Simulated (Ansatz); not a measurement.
Born–Oppenheimer molecular dynamics of H₃OS₂Si (7 atoms, charge 1, multiplicity 1). It starts from a relaxed structure.

Method: Ansatz, RKS r2SCANh/6-31G.

* ensemble: NVE (velocity Verlet)
* time step: 2.5 fs
* steps asked: 120
* starting velocities drawn for: 200 K
* seed: 496808

Frames 25 fs apart, positions in Å, forces in eV/Å.

Velocities at 0.0 fs (Å/ps):

```
O -3.25 -1.72 1.82
S 1.98 0.44 0.06
Si -2.69 -0.74 -1.93
S 1.46 1.39 0.42
H 1.57 -9.44 -24.40
H 10.89 8.44 11.61
H 4.37 -9.14 22.52
```

```xyz
7
Properties=species:S:1:pos:R:3:forces:R:3 time_fs=0.0 energy_less_start_eV=0.000 T=200
O -1.334 0.135 -0.814 -0.02 0.01 -0.01
S -1.247 -0.198 1.048 0.00 0.00 0.00
Si 1.018 -0.284 0.555 0.00 -0.01 0.00
S 0.359 0.714 -1.433 0.00 0.00 0.00
H -2.101 0.682 -1.109 0.02 -0.01 0.01
H 1.819 0.628 1.409 0.00 0.00 0.00
H 1.486 -1.677 0.345 0.00 0.00 0.00
7
Properties=species:S:1:pos:R:3:forces:R:3 time_fs=25.0 energy_less_start_eV=0.069 T=111
O -1.317 0.095 -0.820 -0.15 -0.16 0.26
S -1.232 -0.180 1.053 -0.30 -0.01 0.00
Si 0.993 -0.301 0.545 -0.40 -0.26 -0.61
S 0.364 0.735 -1.423 -0.21 0.01 -0.17
H -2.151 0.525 -1.125 0.17 0.13 -0.20
H 1.750 0.655 1.291 0.72 0.58 0.73
H 1.430 -1.685 0.343 0.17 -0.30 -0.01
7
Properties=species:S:1:pos:R:3:forces:R:3 time_fs=50.0 energy_less_start_eV=0.067 T=101
O -1.304 0.051 -0.835 -0.35 -0.09 0.48
S -1.264 -0.159 1.062 0.52 -0.08 -0.20
Si 1.032 -0.304 0.542 -0.58 -0.61 -0.14
S 0.351 0.749 -1.425 0.06 0.11 0.10
H -2.141 0.496 -1.116 0.24 0.10 -0.34
H 1.881 0.388 1.516 0.18 0.45 0.11
H 1.405 -1.717 0.241 -0.06 0.11 -0.02
7
Properties=species:S:1:pos:R:3:forces:R:3 time_fs=75.0 energy_less_start_eV=0.085 T=84
O -1.304 0.031 -0.839 -0.38 -0.14 0.54
S -1.247 -0.145 1.050 0.20 -0.18 0.04
Si 1.011 -0.327 0.539 0.67 0.23 0.14
S 0.350 0.761 -1.404 -0.09 -0.03 -0.22
H -2.170 0.415 -1.121 0.29 0.17 -0.43
H 1.899 0.657 1.294 -0.42 -0.56 -0.17
H 1.489 -1.751 0.317 -0.26 0.51 0.10
7
Properties=species:S:1:pos:R:3:forces:R:3 time_fs=100.0 energy_less_start_eV=0.083 T=84
O -1.303 0.033 -0.846 -0.34 -0.25 0.65
S -1.229 -0.149 1.052 -0.29 -0.05 -0.02
Si 1.001 -0.311 0.530 0.31 0.12 0.73
S 0.349 0.752 -1.400 0.04 0.27 -0.41
H -2.164 0.418 -1.139 0.27 0.19 -0.37
H 1.794 0.551 1.510 -0.20 -0.45 -0.59
H 1.305 -1.749 0.277 0.20 0.18 0.01
7
Properties=species:S:1:pos:R:3:forces:R:3 time_fs=125.0 energy_less_start_eV=0.068 T=104
O -1.307 0.042 -0.826 -0.24 0.11 0.25
S -1.262 -0.159 1.063 0.52 -0.15 -0.09
Si 1.017 -0.314 0.550 -0.21 0.70 -0.16
S 0.359 0.756 -1.433 -0.14 -0.10 0.28
H -2.127 0.524 -1.094 0.15 0.04 -0.32
H 1.936 0.490 1.384 -0.11 0.20 0.14
H 1.486 -1.643 0.220 0.03 -0.80 -0.10
7
Properties=species:S:1:pos:R:3:forces:R:3 time_fs=150.0 energy_less_start_eV=0.055 T=125
O -1.309 0.105 -0.824 -0.14 -0.25 0.32
S -1.249 -0.180 1.058 -0.02 0.07 -0.24
Si 1.018 -0.304 0.538 -0.66 0.10 -0.04
S 0.354 0.735 -1.424 0.08 -0.06 -0.08
H -2.140 0.482 -1.194 0.09 0.13 -0.06
H 1.773 0.616 1.367 0.45 0.43 0.36
H 1.423 -1.706 0.482 0.20 -0.41 -0.25
7
Properties=species:S:1:pos:R:3:forces:R:3 time_fs=175.0 energy_less_start_eV=0.057 T=120
O -1.337 0.134 -0.801 -0.02 0.13 -0.41
S -1.238 -0.195 1.034 -0.19 -0.09 0.45
Si 1.011 -0.277 0.558 0.23 -0.71 -0.46
S 0.359 0.704 -1.422 -0.08 0.29 -0.27
H -2.096 0.687 -1.107 0.02 -0.07 0.08
H 1.807 0.625 1.417 0.11 -0.04 0.11
H 1.463 -1.666 0.144 -0.08 0.49 0.50
7
Properties=species:S:1:pos:R:3:forces:R:3 time_fs=200.0 energy_less_start_eV=0.075 T=98
O -1.361 0.185 -0.825 0.35 0.04 0.10
S -1.251 -0.223 1.056 -0.04 0.18 -0.46
Si 1.032 -0.278 0.570 0.37 -0.40 0.24
S 0.360 0.704 -1.455 0.00 -0.30 0.35
H -2.069 0.809 -1.122 -0.06 -0.12 0.27
H 1.825 0.678 1.432 -0.27 -0.19 -0.31
H 1.563 -1.721 0.530 -0.36 0.81 -0.20
7
Properties=species:S:1:pos:R:3:forces:R:3 time_fs=225.0 energy_less_start_eV=0.040 T=142
O -1.337 0.221 -0.760 0.09 0.30 -1.03
S -1.254 -0.236 1.027 0.03 -0.06 0.57
Si 1.021 -0.255 0.567 0.28 0.09 0.09
S 0.360 0.675 -1.450 0.06 -0.04 0.05
H -2.039 0.830 -1.093 -0.21 -0.14 0.35
H 1.825 0.695 1.398 -0.18 -0.11 -0.08
H 1.567 -1.620 0.363 -0.07 -0.04 0.04
7
Properties=species:S:1:pos:R:3:forces:R:3 time_fs=250.0 energy_less_start_eV=0.089 T=82
O -1.360 0.264 -0.796 0.35 -0.06 -0.11
S -1.242 -0.258 1.044 -0.36 0.24 -0.33
Si 1.020 -0.241 0.570 -0.56 0.82 -0.05
S 0.366 0.658 -1.452 0.04 0.07 -0.05
H -2.011 0.942 -1.097 -0.27 -0.11 0.43
H 1.704 0.719 1.448 0.26 0.10 0.13
H 1.488 -1.570 0.334 0.53 -1.06 -0.02
7
Properties=species:S:1:pos:R:3:forces:R:3 time_fs=275.0 energy_less_start_eV=0.069 T=99
O -1.383 0.264 -0.769 0.64 0.37 -0.67
S -1.253 -0.262 1.028 0.08 0.02 0.19
Si 1.035 -0.249 0.584 -0.23 0.57 0.00
S 0.368 0.665 -1.472 -0.20 -0.43 0.37
H -1.962 1.039 -0.965 -0.35 -0.13 0.26
H 1.786 0.775 1.352 -0.04 0.04 0.05
H 1.600 -1.598 0.576 0.09 -0.44 -0.20
```

Of the whole run (300 fs, mean temperature of the second half 102 K): The conserved energy stayed within 1.9 meV per atom of its start (net change 1.1 meV per atom), so the integration is sound. The temperature averaged 0.51 of the 200 K drawn at the start: a run that starts near a minimum puts about half its kinetic energy into the potential. A step of 2.5 fs is long for free X–H stretches (periods near 10 fs) and can bias their spread and the temperature. A run of 0.3 ps of so small a system gives no equilibrium averages. Limits of this set-up: no polarisation functions, the dipole of an ion depends on the origin.

Time of the run: 9.4 min on 1 CPU thread of a shared host.
